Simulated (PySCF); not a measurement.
Vertical excitations of a molecule C₂H₈FNSi from PySCF with TDA-PBE/def2-SVPD, as energy in eV (oscillator strength): 6.06 (0.030), 7.01 (0.017), 7.04 (0.049), 7.09 (0.001), 7.75 (0.040), 7.92 (0.003), 7.98 (0.039), 8.01 (0.071), 8.10 (0.006), 8.18 (0.004). Lowest triplet (TDA): 5.83 eV. Geometry optimised at ωB97X-D3(BJ)/def2-SVP. One conformer was computed; it need not be the lowest.

### Question
Identify the compound among the candidates.
A. C[Si](C)(N)F
B. CCN[SiH2]F
C. C[C@H](F)[SiH2]N
D. CC[Si@H](N)F

### Answer
A, C[Si](C)(N)F
